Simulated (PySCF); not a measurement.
C2H7AlFN, SMILES [F][Al]([NH2])[CH2]C. Atoms are numbered in the order given.

```xyz
12

Al    -0.0745     0.5604     0.0000
F     -1.0622     1.9111     0.0000
C     -0.8438    -1.2334     0.0000
C      0.1801    -2.3806     0.0000
H     -1.5154    -1.3163    -0.8747
H     -1.5154    -1.3163     0.8747
H      0.8361    -2.3432     0.8859
H      0.8361    -2.3432    -0.8859
H     -0.3042    -3.3719     0.0000
N      1.6691     0.8559     0.0000
H      2.1113     1.7702     0.0000
H      2.3776     0.1285     0.0000
```

Geometry: B3LYP-D3(BJ)/def2-SVP. The structure was generated by enumeration; whether it is a known compound was not checked. One conformer was computed; it need not be the lowest.

All values below come from HF/def2-TZVP (PySCF).

Atomic charges (e):

| atom | Löwdin | IAO |
|---|---|---|
| Al1 | (withheld) | 1.43 |
| F2 | -0.10 | -0.64 |
| C3 | (withheld) | -0.63 |
| C4 | -0.31 | -0.34 |
| H5 | 0.14 | 0.13 |
| H6 | 0.14 | 0.13 |
| H7 | (withheld) | 0.11 |
| H8 | (withheld) | 0.11 |
| H9 | (withheld) | 0.12 |
| N10 | -0.28 | -0.94 |
| H11 | (withheld) | 0.26 |
| H12 | (withheld) | 0.26 |

**Question.** What belongs in the gaps? (Estimate from the structure and the level; the computed values follow.)

**Answer.** 
- Al1, Löwdin: 0.15
- C3, Löwdin: -0.41
- H7, Löwdin: 0.11
- H8, Löwdin: 0.11
- H9, Löwdin: 0.11
- H11, Löwdin: 0.16
- H12, Löwdin: 0.16
